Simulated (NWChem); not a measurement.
System meant: HfH4S; SMILES [HfH3][SH]

NWChem input:

```
start job
memory heap 200 mb stack 900 mb global 1100 mb
geometry units angstroms noautoz
  Hf    -0.068427     0.321484    -0.113749
  H     -1.158791     0.743538     1.315268
  H      1.653428     0.895412     0.203302
  H     -0.678536     1.139460    -1.647860
  S     -0.083973    -2.077233    -0.411211
  H     -0.933468    -2.121084     0.651214
end
basis spherical
  * library def2-svp
end
ecp
  Hf library def2-ecp
end
dft
  xc b3lyp
  iterations 4
  mulliken
end
task dft energy
```

End of the output:

```
    Atom       Charge   Shell Charges
 -----------   ------   -------------------------------------------------------
    1 Hf  12    11.66   0.00  0.03  1.13  0.79  0.47  0.29  4.92  1.25  0.37  1.58  0.72  0.10
    2 H    1     1.18   0.67  0.50  0.01
    3 H    1     1.18   0.67  0.50  0.01
    4 H    1     1.18   0.67  0.50  0.01
    5 S   16    15.85   2.00  1.95  0.97  0.64  5.81  1.91  2.53  0.04
    6 H    1     0.96   0.59  0.29  0.08

 center of mass
 --------------
 x =   0.01356575 y =   0.12434406 z =   0.00000000

 moments of inertia (a.u.)
 ------------------
         606.859380788022           0.000003223763           0.000000000000
           0.000003223763          39.139926840625           0.000000000000
           0.000000000000           0.000000000000         613.880290111133

     Multipole analysis of the density
     ---------------------------------

     L   x y z        total         alpha         beta         nuclear
     -   - - -        -----         -----         ----         -------
     0   0 0 0     -0.000000    -16.000000    -16.000000     32.000000

     1   1 0 0     -0.357800      0.226533      0.226533     -0.810866
     1   0 1 0      0.005533     24.158850     24.158850    -48.312167
     1   0 0 1      0.000000      0.000000      0.000000      0.000000

     2   2 0 0    -30.965389    -26.869392    -26.869392     22.773395
     2   1 1 0      1.330852     -1.368079     -1.368079      4.067010
     2   1 0 1      0.000000      0.000000      0.000000      0.000000
     2   0 2 0    -31.796635   -145.412756   -145.412756    259.028877
     2   0 1 1      0.000000      0.000000      0.000000      0.000000
     2   0 0 2    -33.528065    -24.731442    -24.731442     15.934819

 ------------------------------------------------------------------------
 dft energy failed                                                                                  0
 ------------------------------------------------------------------------
 ------------------------------------------------------------------------
  current input line :
    22: task dft energy
 ------------------------------------------------------------------------
 ------------------------------------------------------------------------
 This type of error is most commonly associated with calculations not reaching convergence criteria
 ------------------------------------------------------------------------
 For more information see the NWChem manual at https://nwchemgit.github.io

0:dft energy failed:Received an Error in Communication
```

Q: Can this run be used? If not, why, and what is the fix?

A: The run did not converge; its last values are not results. Cause: the SCF was allowed too few iterations. This input runs:
```
start job
memory heap 200 mb stack 900 mb global 1100 mb
geometry units angstroms noautoz
  Hf    -0.068427     0.321484    -0.113749
  H     -1.158791     0.743538     1.315268
  H      1.653428     0.895412     0.203302
  H     -0.678536     1.139460    -1.647860
  S     -0.083973    -2.077233    -0.411211
  H     -0.933468    -2.121084     0.651214
end
basis spherical
  Hf library def2-svp
  H library def2-svp
  S library def2-svp
end
ecp
  Hf library def2-ecp
end
dft
  xc b3lyp
  iterations 150
  mulliken
end
task dft energy
```
It converges to -448.49753 Ha (B3LYP/def2-SVP with def2 effective core potentials on Hf).
